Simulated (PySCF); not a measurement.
**Finite-field polarisability of Ag (silver, neutral)**

[Kr] 4d10 5s1, 2S determinant. All numbers are calculated (PySCF 2.14, the spin-free X2C one-electron Hamiltonian (Gaussian nucleus), in ANO-RCC-VTZP (7s6p4d2f1g, 68 functions)). Frozen: [Kr]. Energy changes in a uniform field (μhartree):

```csv
axis,F (au),HF,MP2,CCSD,CCSD(T)
x,0.0017,-99.284,-55.622,-71.920,-69.154
x,0.0034,-396.373,-223.152,-287.481,-276.495
```

Task: Derive α along x at CCSD(T) from the two fields.

Result: With ΔE = −αF²/2 − γF⁴/24, α = −(16 ΔE(F) − ΔE(2F))/(6F²) = 47.86 bohr³.

Task: And the mean polarisability at each level?

Result: HF 68.75, MP2 38.45, CCSD 49.78, CCSD(T) 47.86 bohr³. Reference: 55 ± 8 bohr³ (recommended; Schwerdtfeger and Nagle, table of static dipole polarizabilities (2023 update)).

The basis has no added diffuse functions, which lowers α.
